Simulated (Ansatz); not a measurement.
Ideal-gas functions of CHFS2Si, SMILES `F[SiH]1SC1=S` at 400 K and 1 bar, from an Ansatz frequency run at PBE0-D4/def2-TZVP.

Molar mass 124.24 g/mol, point group C1 (symmetry number 1), electronic degeneracy 1, moments of inertia 120.303, 292.106, 380.637 u Å². Harmonic wavenumbers (cm⁻¹, unscaled): 137, 230, 267, 404, 416, 560, 605, 678, 824, 935, 1282, 2298.

Use S(trans) = R[1.5 ln M + 2.5 ln T − 1.1517]; rotational temperatures θ = 24.2544 K / I; S(rot) = R[ln(√π/σ · √(T³/θAθBθC)) + 1.5]; for each mode x = 1.438777 ν̃/T, S = R[x/(eˣ − 1) − ln(1 − e⁻ˣ)] and H = RT x/(eˣ − 1); 1 cm⁻¹ = 0.0119627 kJ/mol; R = 8.31446 J/(mol·K).

By hand: the entropy, in J/(mol·K).

Translation 175.1. Rotation: θ = 0.2016, 0.083, 0.0637 K, giving 120.4. Vibration, mode by mode: 14.28, 10.12, 8.96, 5.90, 5.70, 3.77, 3.32, 2.70, 1.78, 1.30, 0.47, 0.02, in all 58.3. Electronic 0.0. Sum 353.8 J/(mol·K).

By hand: H − E and G − E in kJ/mol, counted from the electronic energy.

Zero-point energy ½ × 8636 × 0.0119627 = 51.7; thermal vibration 13.4; translation, rotation and pV give 4 RT = 13.3. H − E = 78.4 kJ/mol, and G − E = 78.4 − 400 × 353.8/1000 = -63.1 kJ/mol.

Vibration gives 16 % of the entropy, 14.3 J/(mol·K) of it from the mode under 150 cm⁻¹: soft modes count most, and the harmonic formula is weakest for them. The sum counts one conformer and one mirror image; others add a mixing term.
